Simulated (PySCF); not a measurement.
C₂H₇O, charge +1.

```xyz
10

C      0.0243     0.2526     1.2703
O     -0.1242    -0.5249     0.0000
C      0.0243     0.2526    -1.2703
H      1.0165     0.7178     1.2903
H     -0.7824     0.9905     1.2516
H     -0.1196    -0.4723     2.0772
H      0.4733    -1.3050     0.0000
H     -0.1196    -0.4723    -2.0772
H     -0.7824     0.9905    -1.2516
H      1.0165     0.7178    -1.2903
```
Charge +1, spin multiplicity 1.

Coordinates come from a PBE-D3(BJ)/def2-TZVP optimisation. The isomer is the one that the SMILES or the coordinates give; other isomers of the formula were not compared.

Method: HF/pcSseg-1 in PySCF. Non-relativistic, no solvent.

Task: Give the absolute GIAO shielding of each atom: isotropic value and principal components (ppm). (The exact figures need the calculation; the answer reports its results.)

Result: 
| atom | σ(iso) | σ11 | σ22 | σ33 | span |
|---|---|---|---|---|---|
| C1 | 117.6 | 80.2 | 84.6 | 188.1 | 107.9 |
| O2 | 329.0 | 288.2 | 306.2 | 392.7 | 104.5 |
| C3 | 117.6 | 80.2 | 84.6 | 188.1 | 107.9 |
| H4 | 27.0 | 23.9 | 24.7 | 32.4 | 8.6 |
| H5 | 26.8 | 23.8 | 24.5 | 32.2 | 8.4 |
| H6 | 26.5 | 23.0 | 24.0 | 32.5 | 9.5 |
| H7 | 27.1 | 16.4 | 22.7 | 42.1 | 25.6 |
| H8 | 26.5 | 23.0 | 24.0 | 32.5 | 9.5 |
| H9 | 26.8 | 23.8 | 24.5 | 32.2 | 8.4 |
| H10 | 27.0 | 23.9 | 24.7 | 32.4 | 8.6 |
